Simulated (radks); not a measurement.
Q: Species: Re. Configuration: [Xe] 4f14 5d5 6s2 (the NIST ground configuration). Method: scalar-relativistic Kohn-Sham, r2SCAN, spin-polarised, spherical densities, finite nucleus; open shells are filled with parallel spins first (spin-orbit coupling, left out, can overturn this in heavy ions); meta-GGA in the generalised Kohn-Sham scheme; Fermi nuclear charge, rms radius 5.3698 fm; hard spherical wall at 2.5 bohr; computed with a radial shooting solver on a logarithmic mesh with Libxc functionals. Some entries of the table are withheld. Estimate them.

| orbital | occ. | eigenvalue (hartree) | <r^2> (bohr^2) | r(max) (bohr) |
|---|---|---|---|---|
| 1s down | 1 | -2634.648 | 0.0004481 | 0.01124 |
| 1s up | 1 | -2634.648 | 0.0004481 | 0.01124 |
| 2s up | 1 | -456.6512 | 0.006876 | 0.06450 |
| 2s down | 1 | -456.6292 | 0.006876 | 0.06450 |
| 2p up | 3 | -398.2697 | 0.005710 | 0.05303 |
| 2p down | 3 | -398.2526 | 0.005710 | 0.05303 |
| 3s up | 1 | -105.0888 | 0.04449 | 0.1818 |
| 3s down | 1 | -105.0873 | 0.04449 | 0.1818 |
| 3p up | 3 | -87.79539 | 0.04536 | 0.1802 |
| 3p down | 3 | -87.79201 | 0.04535 | 0.1802 |
| 3d up | 5 | -68.14529 | 0.03768 | 0.1470 |
| 3d down | 5 | -68.13299 | 0.03768 | 0.1471 |
| 4s up | 1 | -21.13545 | 0.2191 | 0.4127 |
| 4s down | 1 | -21.11860 | 0.2193 | 0.4128 |
| 4p up | 3 | -15.43870 | 0.2497 | 0.4329 |
| 4p down | 3 | -15.42451 | 0.2498 | 0.4331 |
| 4d up | 5 | -8.25685 | 0.2910 | 0.4435 |
| 4d down | 5 | -8.24018 | 0.2905 | 0.4437 |
| 5s up | 1 | -2.15075 | 1.253 | 0.9538 |
| 5s down | 1 | -2.00266 | 1.225 | 0.9439 |
| 5p up | 3 | -0.77636 | 1.591 | 1.087 |
| 5p down | 3 | -0.59643 | 1.569 | 1.072 |
| 4f up | 7 | -0.32709 | 0.4418 | 0.4191 |
| 4f down | 7 | -0.29480 | 0.4279 | 0.4189 |
| 5d up | 5 | 0.94966 | 2.108 | 1.359 |
| 5d down | 0 | 1.14377 | 2.108 | 1.355 |
| 6s up | 1 | (1) | (2) | 1.805 |
| 6s down | 1 | (3) | (4) | 1.804 |
| 5f up | 0 | (5) | 2.570 | 1.669 |
| 6p up | 0 | 2.97286 | 2.660 | 1.878 |
| 5f down | 0 | (6) | 2.592 | 1.672 |
| 6p down | 0 | 3.06826 | 2.677 | 1.876 |
| 7s up | 0 | 7.62768 | 2.556 | 2.098 |
| 7s down | 0 | 7.77241 | 2.528 | 2.097 |

A: 
(1) 6s up eigenvalue (hartree): 1.99082
(2) 6s up <r^2> (bohr^2): 2.701
(3) 6s down eigenvalue (hartree): 2.10410
(4) 6s down <r^2> (bohr^2): 2.733
(5) 5f up eigenvalue (hartree): 2.82416
(6) 5f down eigenvalue (hartree): 2.99708
